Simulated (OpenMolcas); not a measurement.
# Zr3+: moving or changing the point charges

Zr3+ among 6 point charges of -1.5 e arranged as an octahedron (Oh), 2.01 Å from the ion.

| Property | Result |
| --- | --- |
| Program | OpenMolcas 26.06 |
| Method | CASSCF |
| Basis | ANO-RCC-VDZP [6s5p3d1f] |
| Scalar Hamiltonian | DKH2, point nucleus |
| Active space | 1 electron in 5 orbitals (4d) |
| State averaging | 2S+1 = 2 even, 5 roots |
| Spin-orbit coupling | state interaction with AMFI integrals over the reference wave functions |

Runs around this geometry, states (labels of O, the rotations of Oh). Energies in cm-1 above the lowest state or level, χT in cm3 K/mol; under a threefold ground state the first gap can be a small split of the lowest multiplet, not the spin-orbit step; 10Dq is the gap between the two states.

```json
{"R (Å)": "2.01", "q (e)": "-0.75", "Ground state": "2T2", "First state of that spin": "2E 9039", "10Dq": "9039", "First gap with spin-orbit (degeneracies)": "744.3 (4, 2)", "χT at 300 K": "0.213"}
{"R (Å)": "2.01", "q (e)": "-1.5", "Ground state": "2T2", "First state of that spin": "2E 19740", "10Dq": "19740", "First gap with spin-orbit (degeneracies)": "589.6 (4, 2)", "χT at 300 K": "0.254"}
{"R (Å)": "2.22", "q (e)": "-1.5", "Ground state": "2T2", "First state of that spin": "2E 12292", "10Dq": "12292", "First gap with spin-orbit (degeneracies)": "695.1 (4, 2)", "χT at 300 K": "0.223"}
```

Taking |10Dq| as R^-n, n = -ln(12292 / 19740) / ln(2.22 / 2.01) = 4.8 between the shortest and longest distance. The point-charge formula for a cubic d site gives n = 5.

Scaling the charges by -0.75 / -1.5 = 0.50 scales |10Dq| by 9039 / 19740 = 0.46; with fixed orbitals a first-order splitting would follow the charge.

An orbital triplet at a regular site is open to Jahn-Teller coupling, which can distort the site and quench the lowest spin-orbit gaps and is left out. This field is weak: 10Dq is about 9039 cm-1, while octahedral complexes of 4d ions of charge 3 and more, computed by the same method with explicit ligands, had a median near 25000 cm-1. Ground spin and moment need not be those of a real site (figures for R = 2.01, q = -0.75; the like holds for R = 2.22, q = -1.5). Point charges carry no covalency, so the field is a model and not that of real ligands. No measured value stands beside these numbers.
